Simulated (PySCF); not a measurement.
Basis-set dependence of population analyses: `C=C1OC=C1B(F)F`

C4H3BF2O.
Numbering: `[CH2:1]=[C:2]1[O:3][CH:4]=[C:5]1[B:6]([F:7])[F:8]` (hydrogens: H9, H10 on C1; H11 on C4)

Cartesian coordinates in Å at the PBE0-D3(BJ)/def2-SVP level; atoms count from 1:
```
atom  x, y, z in Å
C1    -1.763   -0.930   -0.352
C2    -0.868    0.028   -0.169
O3    -1.127    1.428   -0.191
C4     0.200    1.584    0.068
C5     0.560    0.269    0.109
B6     1.834   -0.532    0.335
F7     1.841   -1.855    0.295
F8     2.986    0.072    0.578
H9    -1.446   -1.973   -0.312
H10   -2.808   -0.684   -0.543
H11    0.644    2.575    0.174
```

PBE0 throughout (PySCF), one geometry, spherical d and f functions. Geometry: PBE0-D3(BJ)/def2-SVP; no solvent, vibrations or thermal averaging. Atoms taken as equivalent share a column and are averaged. The first 7 of 10 kinds of atom are listed.

Mulliken charges (e):

| basis | functions | C1 | C2 | O3 | C4 | C5 | B6 | F7/F8 |
| --- | --- | --- | --- | --- | --- | --- | --- | --- |
| STO-3G | 43 | -0.185 | +0.094 | -0.162 | +0.033 | -0.186 | +0.346 | -0.126 |
| 6-31G | 78 | -0.400 | +0.270 | -0.520 | +0.177 | -0.230 | +0.663 | -0.298 |
| pcSseg-0 | 78 | -0.378 | +0.192 | -0.619 | +0.250 | -0.587 | +0.984 | -0.319 |
| 6-31G* | 118 | -0.505 | +0.435 | -0.481 | +0.154 | -0.255 | +0.552 | -0.263 |
| cc-pVDZ | 127 | -0.026 | +0.131 | -0.239 | +0.205 | -0.239 | +0.190 | -0.098 |
| def2-SVP | 127 | -0.114 | +0.176 | -0.282 | +0.200 | -0.159 | +0.199 | -0.114 |
| aug-cc-pVDZ | 211 | +0.851 | +0.384 | -0.643 | +0.380 | +0.413 | +0.742 | -0.487 |
| 6-311+G(2d,p) | 234 | -0.841 | +0.614 | -0.373 | +0.152 | -0.176 | +0.906 | -0.367 |
| def2-TZVP | 266 | -0.278 | +0.163 | -0.234 | +0.112 | -0.208 | +0.466 | -0.248 |
| cc-pVTZ | 282 | -0.303 | +0.235 | -0.189 | +0.071 | -0.161 | +0.328 | -0.203 |
| IGLO-III | 310 | -0.294 | +0.256 | -0.250 | +0.118 | -0.308 | +0.805 | -0.349 |
| pcSseg-2 | 330 | -0.099 | +0.353 | -0.360 | +0.315 | -0.473 | +0.704 | -0.338 |

IAO charges (e):

```csv
basis,functions,C1,C2,O3,C4,C5,B6,F7/F8
STO-3G,43,-0.286,+0.119,-0.159,+0.037,-0.266,+0.433,-0.166
6-31G,78,-0.325,+0.203,-0.304,+0.112,-0.295,+0.662,-0.306
pcSseg-0,78,-0.311,+0.197,-0.303,+0.127,-0.304,+0.639,-0.294
6-31G*,118,-0.337,+0.235,-0.323,+0.144,-0.315,+0.704,-0.317
cc-pVDZ,127,-0.344,+0.237,-0.316,+0.142,-0.311,+0.687,-0.313
def2-SVP,127,-0.331,+0.235,-0.318,+0.147,-0.314,+0.685,-0.311
aug-cc-pVDZ,211,-0.350,+0.240,-0.329,+0.145,-0.311,+0.702,-0.322
"6-311+G(2d,p)",234,-0.350,+0.240,-0.330,+0.146,-0.314,+0.708,-0.324
def2-TZVP,266,-0.351,+0.242,-0.331,+0.148,-0.316,+0.716,-0.326
cc-pVTZ,282,-0.352,+0.242,-0.328,+0.146,-0.316,+0.714,-0.325
IGLO-III,310,-0.352,+0.241,-0.331,+0.146,-0.314,+0.713,-0.326
pcSseg-2,330,-0.350,+0.242,-0.331,+0.147,-0.316,+0.715,-0.326
```

Hirshfeld charges (e):

```csv
basis,functions,C1,C2,O3,C4,C5,B6,F7/F8
STO-3G,43,-0.064,+0.057,-0.080,+0.055,-0.155,+0.192,-0.070
6-31G,78,-0.084,+0.065,-0.130,+0.076,-0.146,+0.268,-0.141
pcSseg-0,78,-0.080,+0.064,-0.113,+0.077,-0.157,+0.268,-0.140
6-31G*,118,-0.097,+0.068,-0.120,+0.078,-0.143,+0.266,-0.135
cc-pVDZ,127,-0.099,+0.066,-0.097,+0.077,-0.153,+0.256,-0.131
def2-SVP,127,-0.098,+0.070,-0.105,+0.079,-0.155,+0.269,-0.136
aug-cc-pVDZ,211,-0.103,+0.063,-0.114,+0.076,-0.150,+0.291,-0.144
"6-311+G(2d,p)",234,-0.098,+0.060,-0.116,+0.079,-0.152,+0.301,-0.150
def2-TZVP,266,-0.102,+0.064,-0.112,+0.077,-0.150,+0.294,-0.147
cc-pVTZ,282,-0.103,+0.066,-0.108,+0.076,-0.150,+0.288,-0.144
IGLO-III,310,-0.103,+0.063,-0.114,+0.076,-0.150,+0.298,-0.148
pcSseg-2,330,-0.103,+0.065,-0.114,+0.076,-0.149,+0.299,-0.149
```

Some averages cover members that differ in this geometry, most widely: F7/F8, Mulliken in aug-cc-pVDZ -0.519 to -0.455 e.

Which scheme is steadiest as the basis changes?

Largest range over the bases for any column: Hirshfeld 0.11 e, IAO 0.28 e, Mulliken 1.69 e. Hirshfeld charges move least and Mulliken charges most, counted in e. Without the minimal STO-3G basis the ranges are Hirshfeld 0.04, IAO 0.08, Mulliken 1.69 e.

How much do the charges still move between the two largest bases, IGLO-III and pcSseg-2?

At most, over all atoms: Mulliken 0.197 e, IAO 0.002 e, Hirshfeld 0.001 e.

What do the same runs give for the total energy, the frontier levels and the dipole moment?

| basis | energy (Eh) | HOMO (eV) | LUMO (eV) | μ (D) |
| --- | --- | --- | --- | --- |
| STO-3G | -447.4767 | -4.40 | 1.38 | 0.32 |
| 6-31G | -453.4117 | -7.45 | -1.76 | 1.45 |
| pcSseg-0 | -452.5110 | -7.74 | -1.98 | 1.35 |
| 6-31G* | -453.5418 | -7.13 | -1.42 | 1.23 |
| cc-pVDZ | -453.5771 | -7.27 | -1.60 | 1.42 |
| def2-SVP | -453.2139 | -7.39 | -1.71 | 1.39 |
| aug-cc-pVDZ | -453.6048 | -7.46 | -1.85 | 1.45 |
| 6-311+G(2d,p) | -453.6920 | -7.49 | -1.87 | 1.48 |
| def2-TZVP | -453.7371 | -7.45 | -1.80 | 1.47 |
| cc-pVTZ | -453.7175 | -7.41 | -1.75 | 1.46 |
| IGLO-III | -453.7430 | -7.46 | -1.85 | 1.44 |
| pcSseg-2 | -453.7347 | -7.49 | -1.86 | 1.47 |

The dipole is fixed by the density alone, so its range of 1.16 D shows that the density itself changes with the basis, not only its division among atoms.
